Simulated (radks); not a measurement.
Radial electron density D(r) = 4 pi r^2 rho(r) of an atom or ion with 1 electrons. All-electron calculation, Dirac Kohn-Sham, LDA (Slater exchange, Perdew-Zunger correlation), spin-unpolarised, spherical densities, finite nucleus; Fermi nuclear charge, rms radius of each element as measured or else 0.836 A^(1/3) + 0.57 fm. Program: a radial shooting solver on a logarithmic mesh with Libxc functionals.

```
   r/bohr * D(r) (the largest magnitude, 1.02, reaches the edge; | marks zero)
   0.0428 | *
  0.04637 |  *
  0.04983 |  *
  0.05398 |   *
  0.05801 |   *
  0.06284 |    *
  0.06808 |     *
  0.07316 |     *
  0.07925 |      *
  0.08517 |       *
  0.09226 |        *
  0.09995 |          *
   0.1074 |           *
   0.1164 |             *
    0.125 |              *
   0.1355 |                *
   0.1467 |                  *
   0.1577 |                    *
   0.1708 |                      *
   0.1836 |                         *
   0.1989 |                           *
   0.2137 |                              *
   0.2315 |                                 *
   0.2508 |                                    *
   0.2695 |                                      *
    0.292 |                                         *
   0.3138 |                                            *
   0.3399 |                                              *
   0.3682 |                                                 *
   0.3957 |                                                   *
   0.4286 |                                                    *
   0.4606 |                                                     *
    0.499 |                                                      *
   0.5363 |                                                      *
   0.5809 |                                                     *
   0.6293 |                                                    *
   0.6763 |                                                  *
   0.7326 |                                               *
   0.7873 |                                            *
   0.8529 |                                        *
   0.9239 |                                    *
   0.9929 |                                *
    1.076 |                           *
    1.156 |                       *
    1.252 |                   *
    1.356 |               *
    1.458 |            *
    1.579 |        *
    1.697 |      *
    1.838 |    *
    1.976 |  *
     2.14 | *
    2.318 |*
    2.491 |*
    2.699 *
      2.9 *
    3.142 *
```

What is the nuclear charge?

Answer. Z = 2. The innermost maximum, from 1s, lies near gamma/Z bohr with gamma = sqrt(1 - (Z/c)^2) = 1.000, here 0.5 bohr (found: 0.515), and its height grows with Z. The density is that of the helium ion He+ in 1s1; the configuration itself is not fixed sharply by these data. D(r) has 1 maximum, at r = 0.515 bohr.
